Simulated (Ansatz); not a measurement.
Consider the ligand exchange at the In–O bond: `[NH2][InH][OH]` + HCl → `[NH2][InH][Cl]` + H₂O.

Computed with Ansatz on PBE0-D4/def2-TZVP structures; ΔE is electronic, products minus reactants. CBS: MP2 limit from def2 TZ/QZ plus the TZ coupled-cluster correction, frozen cores. This one scheme is used for every species. Functionals use def2-TZVPP. Elements past krypton have def2 core potentials. For In outer-core shells are correlated without core-valence functions, which leaves a few kJ/mol of doubt a bond. Each species was taken in one conformer, which may not be the lowest.

`[NH2][InH][OH]`:

Cartesian coordinates in Å:
```
N -1.362 0.660 0.041
In 0.586 0.249 -0.169
O 0.809 -1.717 0.048
H -1.942 -0.033 0.490
H -1.672 1.588 0.281
H 1.876 1.277 -0.586
H 1.705 -2.023 -0.105
```

HCl:

```xyz
2

Cl    0.238   -0.148   -0.575
H    -0.238    0.148    0.575
```

`[NH2][InH][Cl]`:

Cartesian coordinates in Å:
```
N 0.304 -0.771 0.809
In -0.048 0.756 -0.426
Cl -0.657 -0.077 -2.525
H 0.308 -0.651 1.809
H -0.043 -1.684 0.557
H 0.136 2.427 -0.225
```

H₂O:

Z-matrix (Å, degrees):
```
O
H 1 0.960
H 1 0.960 2 105.1
```

(1) Is it downhill or uphill in electronic energy at CCSD(T)/CBS, and by how much? (Best estimate.)

(2) What do these levels give: r2SCAN-D4, BHLYP-D4, CAM-B3LYP-D4, ωB97X-V, SCS-MP2/def2-TZVPP, CCSD(T)/def2-TZVPP? (An estimate is asked.)

Largest T1 diagnostic among the species: 0.016.

Results:

(1) Ansatz gave: Downhill: ΔE = -0.98 eV.

(2) Ansatz gave: r2SCAN-D4 -1.00, BHLYP-D4 -1.09, CAM-B3LYP-D4 -0.97, ωB97X-V -0.99, SCS-MP2/def2-TZVPP -0.96, CCSD(T)/def2-TZVPP -0.96 eV.

From PBE to PBE0 (25 % exact exchange), in def2-TZVPP and without D4, ΔE moves by −0.10 eV. In def2-TZVPP, CCSD(T) changes the Hartree–Fock value by +0.21 eV (the triples alone add +0.03 eV) and MP2 by +0.20 eV.
